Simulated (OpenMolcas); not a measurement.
An atom or ion with 4 electrons was computed by SS-RASPT2, IPEA 0.25 Eh, imaginary shift 0.1 Eh with spin-orbit coupling (OpenMolcas, ANO-RCC-VTZP, DKH2). The lowest levels that the run gave, each within 12 % of the measured value where one is at hand:

```
J  Parity  E (cm⁻¹)      g
0    even       0.0       
0     odd     21839       
1     odd     21840  1.501
2     odd     21842  1.501
1     odd     43860  1.000
0    even     60031       
1    even     60032  1.501
2    even     60034  1.501
2    even     60728  1.000
```

Problem. Which ion is it, and what are the configurations and terms?

Solution. Be I (Z = 4, neutral; active space 2 electrons in 9 orbitals (RAS2 2s 2p; RAS3 3d, at most 2 electrons)). J, parity and g give the terms where levels are pure, and mixed ones are named by the computed weights; the size of the splittings, set against known spectra of the 4-electron sequence, gives the charge. In order, with the measured energies in cm⁻¹ (NIST Handbook of Basic Atomic Spectroscopic Data): 2s² ¹S₀, 2s 2p ³P°₀ (21978), 2s 2p ³P°₁ (21979), 2s 2p ³P°₂ (21981), 2s 2p ¹P°₁ (42565), 2p² ³P₀ (59694), 2p² ³P₁ (59695), 2p² ³P₂ (59697), 2p² ¹D₂ (56882).

Active for correlation alone: 3d; no level in the range computed is led by a configuration that fills it, so any true level of that kind is missing. Computed and measured levels are paired by configuration, term and J; levels that our copy of the source lacks, or whose pairing is in doubt (as where it misses far off the trend of its configuration), stay unpaired and out of the deviations. Levels of configurations outside the active space are missing.

° marks odd parity.
